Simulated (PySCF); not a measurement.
silylarsine (AsH5Si), SMILES [SiH3][AsH2]. Coordinates come from a PBE0-D3(BJ)/def2-TZVP optimisation.

Computed equilibrium geometry at PBE0-D3(BJ)/def2-TZVP (PySCF confirms it by a frequency run) as Cartesian coordinates in Å, and its point group:
point group Cs.
```xyz
7

Si    -1.5654    -0.0055     0.0000
As     0.7988     0.0613     0.0000
H     -2.0493     0.7111     1.2086
H     -2.0493     0.7111    -1.2086
H     -2.1177    -1.3846     0.0000
H      0.8851    -0.9908     1.0974
H      0.8851    -0.9908    -1.0974
```
Charge 0, spin multiplicity 1.
